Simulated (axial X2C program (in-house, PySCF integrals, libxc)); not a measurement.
**Outer orbitals of KSi⁻ at 3.249 Å, BP86**

Computed with an in-house relativistic program for diatomic molecules. Spin-free means the one-electron spin-free X2C Hamiltonian; two-component (2c) means X2C with spin–orbit coupling and atomic mean-field two-electron Coulomb and Gaunt terms, so the difference of the two also holds small scalar two-electron terms. Basis: K dyall-acv3z [12s13p7d3f], Si dyall-av3z [9s8p3d2f] (cores contracted in-house); Gaussian nuclei, density fitting, unrestricted open shells. Masses: K 38.964 u, Si 27.977 u.

The distance is close to the 2c PBE0 minimum; the highest filled and lowest empty levels are listed.

Spin-free orbitals, state M_S = 1, Λ = 0 (beyond evenly filled blocks: π+α, π-α) (Löwdin shares):

```tsv
symmetry	occupied	ε (eV)	atomic character
σα	yes	-31.53	98% K s
σβ	yes	-31.52	98% K s
π+β	yes	-15.05	100% K p
π-β	yes	-15.05	100% K p
π-α	yes	-15.04	100% K p
π+α	yes	-15.04	100% K p
σα	yes	-14.97	99% K p
σβ	yes	-14.97	99% K p
σα	yes	-6.16	85% Si s, 6% K p, 6% K d
σβ	yes	-4.48	85% Si s, 6% K p, 6% K d
σα	yes	-0.09	82% Si p, 12% K s, 3% K p
π-α	yes	0.11	88% Si p, 6% K d, 5% K p
π+α	yes	0.11	88% Si p, 6% K d, 5% K p
σβ	yes	0.49	61% K s, 19% K p, 18% Si p
σα	no	1.08	64% K s, 29% K p, 4% Si p
σβ	no	1.12	58% K p, 33% K s, 7% Si p
π+β	no	1.20	97% K p
π-β	no	1.20	97% K p
```

The highest filled level is positive, so this functional does not bind it, and the empty levels of an anion are set by the basis.

Spinors with spin–orbit coupling (state Ω = 1):

```tsv
ω	occupied	ε (eV)	atomic character	λ mixture
1/2	yes	-31.53	98% K s	100% σ
-1/2	yes	-31.53	98% K s	100% σ
1/2	yes	-15.19	100% K p	78% π, 22% σ
-1/2	yes	-15.18	100% K p	78% π, 22% σ
-3/2	yes	-14.96	100% K p	100% π
3/2	yes	-14.95	100% K p	100% π
1/2	yes	-14.91	99% K p	78% σ, 22% π
-1/2	yes	-14.90	99% K p	78% σ, 22% π
1/2	yes	-6.16	85% Si s, 6% K p, 6% K d	100% σ
-1/2	yes	-4.49	85% Si s, 6% K p, 6% K d	100% σ
1/2	yes	-0.09	82% Si p, 12% K s, 3% K p	100% σ
-1/2	yes	0.10	88% Si p, 6% K d, 5% K p	100% π
3/2	yes	0.12	88% Si p, 6% K d, 5% K p	100% π
-1/2	yes	0.49	61% K s, 19% K p, 18% Si p	100% σ
1/2	no	1.08	64% K s, 29% K p, 4% Si p	100% σ
-1/2	no	1.12	57% K p, 34% K s, 7% Si p	100% σ
1/2	no	1.20	97% K p	100% π
-3/2	no	1.20	97% K p	100% π
```

The highest filled level is positive, so this functional does not bind it, and the empty levels of an anion are set by the basis.

Mulliken charges and populations of the two-component result (they depend on the basis, above all on diffuse functions):

K -0.10 e (s 6.83 p 12.22 d 0.05), Si -0.90 e (s 5.98 p 8.91 d 0.01). ⟨Lz⟩ = 0.00 ħ and ⟨Sz⟩ = 1.00 ħ (-0.36 and 1.36 on the two atoms), which add up to Ω.

Occupations by symmetry block were frozen at the best pattern of an incomplete PBE0 search. Density functionals use the spin component along the axis (collinear). PBE0 can misorder states that lie within some tenths of an eV, so this need not be the ground state of the molecule. The nearest other spin-free determinant of the search, M_S = 2, Λ = 0, lies 0.11 eV up at the distance of the search. With several unpaired electrons one determinant need not be a pure state. Open-shell Ω = 0 determinants with evenly filled partner blocks cannot be reached by this program, so the Ω shown need not be the lowest component. This is the Ω = 1 component of a π² triplet; the 0⁺ component is not one determinant and can lie lowest. The highest occupied level of some functionals is positive through self-interaction error; at Hartree–Fock it is bound. The determinant is spin-polarised beyond a pure state at some levels (its spin-free form has ⟨S²⟩ too high), which makes Re and μ there less reliable.
